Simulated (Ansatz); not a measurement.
System: tribromo(methoxy)silane, CH3Br3OSi, net charge 0, singlet state. 
Structure (B3LYP-D3(BJ)/def2-TZVP (Ansatz, an electronic-structure program) minimum search):
```xyz
9

Si    -0.2451    -0.0137    -0.1955
Br     0.0921    -1.7579     1.1353
Br    -0.0120     1.8328     1.0141
Br     1.1993    -0.0278    -1.8543
O     -1.7181    -0.0785    -0.8501
C     -2.9599    -0.0907    -0.1436
H     -3.7519    -0.1388    -0.8876
H     -3.0199    -0.9629     0.5096
H     -3.0716     0.8185     0.4495
```
Charge 0, spin multiplicity 1.

Basis-set convergence of Hartree-Fock and CCSD correlation energies (hartree) with Ansatz. Correlated levels leave the core frozen unless marked. Spin-orbit coupling is left out. The frozen core is the preceding noble-gas configuration, with the filled d and f shells of earlier blocks. No relativistic terms.

| basis | functions | E(HF) | E(corr, CCSD) |
|---|---|---|---|
| def2-SVPD | 214 | -8119.73539 | -0.85935 |
| def2-TZVPPD | 347 | -8120.91655 | -1.06001 |
| def2-QZVPPD | 598 | -8121.07741 | -1.14230 |

Extrapolating the two largest sets (X = 3 and 4) as X^-3: E(corr) = (64·(-1.14230) - 27·(-1.06001))/37 = -1.2023 Eh, an estimate of the basis-set limit. The largest set recovers 95.0 % of it, the smallest 71.5 %.
